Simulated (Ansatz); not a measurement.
Program: Ansatz. Geometries: PBE0-D4/def2-TZVP. ΔE: electronic, gas phase. CBS: MP2 limit from def2 TZ/QZ plus the TZ coupled-cluster correction, frozen cores. For Ge outer-core shells are correlated without core-valence functions, which leaves a few kJ/mol of doubt a bond. Scalar relativity is left out up to krypton. Each species was taken in one conformer, which may not be the lowest.

Consider the redistribution: `CC[O][GeH]([O]C)[O]C` + `CBS` → `C[O][GeH]([SH])[O]C` + `CBOCC`.

| species | HF/def2-QZVPP energy (Eh) |
| --- | --- |
| `CC[O][GeH]([O]C)[O]C` | -2458.68685 |
| `CBS` | -463.07642 |
| `C[O][GeH]([SH])[O]C` | -2703.24818 |
| `CBOCC` | -218.53862 |

(1) Work out ΔE.

Largest T1 diagnostic among the species: 0.013.

Answers

(1) ΔE = (-2703.24818) + (-218.53862) − (-2458.68685) − (-463.07642) = -0.02353 Eh = -0.64 eV. CCSD(T)/CBS gives -0.67 eV.
